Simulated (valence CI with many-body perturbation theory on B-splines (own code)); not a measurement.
The numbers below are computed, except where a source is named.
Bi¹²⁺: input, log and results

Level of theory: configuration interaction combined with many-body perturbation theory (CI+MBPT): three valence electrons over a frozen Dirac-Fock core [Xe] 4f14, a basis of 9 s, 9 p, 10 d, 8 f, 5 g, 3 h, 1 i functions for each j, with the one-electron correlation potential Σ1 (screened to all orders), the two-electron term Σ2, the three-electron term Σ3, Breit, model QED; selected single and double excitations, second order for the rest, scaled by the run's own slope (own B-spline code, finite nucleus).

Command, and the settings that its task file holds:

```sh
python run_cv.py task.json out
```

```
atom Bi  Z=83  mass_number=209  rms_radius_fm=5.5211
core [Xe] 4f14
valence 5d3
avg = 1
basis = L
breit = 1
cap = 40000
capref = 1200
cscale = 1
de = 0.0
dress = 0
eps = 2e-08
extrap = 1
h = 0.27
hh = 1
l2 = 3
lcore = 6
maxit = 60
n2 = 5
natural = 1
nlev = 60
nno = [6, 6, 7, 6, 4, 3, 1]
nroot = 26
nsp = [3, 3, 3, 2, 1, 0, 0]
pt2 = 1
qed = 1
rpa = 1
s1 = 1
s2 = 1
s3 = 1
screen = 1
tol = 2e-05
whole = 1
```

Q: Roughly how long does this run take on one core of Intel(R) Xeon(R) Processor @ 2.30GHz, and how much memory?

A: 110 s on 1 thread of Intel(R) Xeon(R) Processor @ 2.30GHz (shared host), peak memory 0.82 GiB.

Log. The first blocks belong to the next ion, which gives the ionisation energy. Fields: 2J, parity (1 odd), roots, reference size, generating configurations, candidates as configurations/state functions, variational space P, stored matrix elements, Davidson steps; e2 is the range of second-order energies in hartree. The first line gives the box (bohr), its intervals, the orbitals and the steps of their self-consistent field. Window is the range of levels sought, series limit the energy at which the first omitted orbital would enter, core excitation an estimate of the first excitation out of the core, left out the lowest levels not solved, and shifts from estimates the range by which levels moved from their first estimate, all in cm⁻¹.

```
rmax 12.1 intervals 62 orbitals 81 references ['5d3', '5d2 6s', '5d2 6p', '5d2 5f', '5d 6s2'] scf 6 t 2.5
2J=4 par=0 roots 2 ref 45 generators 3 cand 1139/1139 P 780/780 nnz 0 it 0
2J=4 par=0 roots 2 ref 45 generators 8 cand 404/404 P 971/971 nnz 0 it 0
   second order: generators 12 cand 213/213 e2 -0.00000 -0.00000
2J=0 par=0 roots 2 ref 17 generators 3 cand 344/344 P 330/330 nnz 0 it 0
2J=0 par=0 roots 2 ref 17 generators 7 cand 31/31 P 349/349 nnz 0 it 0
   second order: generators 17 cand 12/12 e2 -0.00000 -0.00000
2J=6 par=0 roots 2 ref 37 generators 3 cand 1146/1146 P 727/727 nnz 0 it 0
2J=6 par=0 roots 2 ref 37 generators 9 cand 456/456 P 905/905 nnz 0 it 0
   second order: generators 18 cand 278/278 e2 -0.00000 -0.00000
reference levels 730, estimated 46, window 431879 1/cm; series limit 1321378, core excitation 539849
2J=3 par=0 roots 7 ref 78 generators 8 cand 4614/10740 P 2738/6534 nnz 9e+06 it 5
2J=3 par=0 roots 7 ref 78 generators 19 cand 8003/18741 P 3632/8703 nnz 1.3e+07 it 9
   second order: generators 41 cand 17857/44084 e2 -0.00004 -0.00001
2J=5 par=0 roots 7 ref 90 generators 7 cand 5162/14297 P 2755/7833 nnz 1.3e+07 it 6
2J=5 par=0 roots 7 ref 90 generators 19 cand 11284/31721 P 3749/10585 nnz 2e+07 it 7
   second order: generators 48 cand 19390/58045 e2 -0.00003 -0.00001
2J=7 par=0 roots 5 ref 79 generators 4 cand 3543/9245 P 2722/7828 nnz 1.3e+07 it 5
2J=7 par=0 roots 5 ref 79 generators 14 cand 11198/33561 P 3600/10351 nnz 2e+07 it 6
   second order: generators 35 cand 17467/56675 e2 -0.00004 -0.00001
2J=9 par=0 roots 4 ref 62 generators 5 cand 3018/7920 P 2555/7002 nnz 1.1e+07 it 4
2J=9 par=0 roots 4 ref 62 generators 15 cand 7917/23103 P 3338/9034 nnz 1.6e+07 it 5
   second order: generators 34 cand 18780/62187 e2 -0.00003 -0.00001
2J=1 par=0 roots 4 ref 45 generators 6 cand 4300/6943 P 2467/3906 nnz 3e+06 it 4
2J=1 par=0 roots 4 ref 45 generators 20 cand 7401/11705 P 3326/5273 nnz 4.5e+06 it 5
   second order: generators 41 cand 16061/25922 e2 -0.00002 -0.00001
2J=11 par=0 roots 1 ref 36 generators 1 cand 1683/4509 P 1253/3681 nnz 4.2e+06 it 4
2J=11 par=0 roots 1 ref 36 generators 4 cand 5506/17637 P 1651/4847 nnz 6.6e+06 it 5
   second order: generators 8 cand 9315/31142 e2 -0.00003 -0.00003
left out: unestimated 623435, estimated 466036, shifts from estimates -14 to 19
operators 9.0
```

The Davidson iterations converged.

No measured levels were compared; by estimate terms of the open shell hold to 2 to 4 % of their energy, and close levels can change places. The list stops below the first excitations out of the core. Only levels of the ground parity were solved; by the run's estimate the other parity begins above the list, which can be wrong where configurations are misplaced.

```
Valence energy                            : -27.90896 hartree
Ionisation energy                         : 230.48 eV (NIST: 229 ± 3 eV (theoretical))
Reference configurations for the orbitals : 5d3, 5d2 6s, 5d2 6p, 5d2 5f, 5d 6s2
Radial orbitals                           : 81
Box radius                                : 12.06 bohr
Largest variational space                 : 10585
Lowest levels                             : (5d3/2^3) J=3/2 0.0, (5d3/2^2 5d5/2) J=5/2 [a] 24082, (5d3/2^2 5d5/2) J=3/2 33845, (5d3/2^2 5d5/2) J=7/2 35261, (5d3/2^2 5d5/2) J=9/2 38272, (5d3/2^2 5d5/2) J=1/2 39390, (5d3/2^2 5d5/2) J=5/2 [b] 60250, (5d3/2 5d5/2^2) J=7/2 [a] 61798, (5d3/2 5d5/2^2) J=9/2 65583, (5d3/2 5d5/2^2) J=3/2 [a] 72163, (5d3/2 5d5/2^2) J=1/2 75196, (5d3/2 5d5/2^2) J=11/2 78491, (5d3/2 5d5/2^2) J=5/2 [a] 82369, (5d3/2 5d5/2^2) J=5/2 [b] 86553 cm⁻¹
```

Levels are named by their leading jj configuration (3d3/2^4 stands for four electrons in 3d with j = 3/2), which in mixed levels can hold well under half, so a name can repeat and another be missing. Letters in brackets count levels of one name in rising energy.
